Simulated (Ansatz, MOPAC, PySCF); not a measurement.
Complex: CH3F (SMILES CF) (first 5 atoms) with C2H3F (SMILES C=CF); geometry from B3LYP-D3(BJ)/def2-TZVP, rigid monomers moved along the line of their centres of mass till F2···H9 is 2.12 Å.
(charge 0, multiplicity 1):
```xyz
11

C      0.36767     0.66828    -0.22414
F     -1.00917     0.55200    -0.02614
H      0.58069     1.67533    -0.58370
H      0.87130     0.48736     0.72435
H      0.67318    -0.07022    -0.96585
C     -1.34246    -0.19648     3.02878
C     -0.15838    -0.24243     3.60214
F      0.98201     0.01703     2.91954
H     -1.46521     0.05080     1.98316
H     -2.21782    -0.41305     3.62361
H      0.04804    -0.48031     4.63709
```

Monomers are frozen at their geometry in the pair; levels with a basis set take the counterpoise correction. Rows marked so take none.

Frozen-core correlation. Rows in 6-31G* carry no dispersion term and start afresh at each structure (6-31G* with six Cartesian d functions). MP2/6-31G* freezes PySCF's default core. The state that PM6 reach isn't checked.

Run with Ansatz (Gaussian basis) for Hartree–Fock, density functionals and correlated methods; MOPAC for PM6 (differences of heats of formation); PySCF for 6-31G* rows, the dispersion terms. Values without a source in brackets are computed.

```csv
level,interaction energy (kcal/mol)
PM6,2.49
HF/6-31G* (no counterpoise),-1.88
r2SCAN-D4/def2-TZVPPD,-1.39
B3LYP/6-31G*,-0.26
B3LYP-D4/def2-TZVPPD,-1.66
wB97M-V/def2-TZVPPD,-1.55
MP2/6-31G* (no counterpoise),-4.29
CCSD/aug-cc-pVDZ,[?]
CCSD(T)/aug-cc-pVDZ,[?]
```

Problem. Complete the blanks.

Solution. 
- CCSD/aug-cc-pVDZ, interaction energy (kcal/mol): -0.92
- CCSD(T)/aug-cc-pVDZ, interaction energy (kcal/mol): -1.19

Ansatz is a quantum-chemistry and plane-wave program.
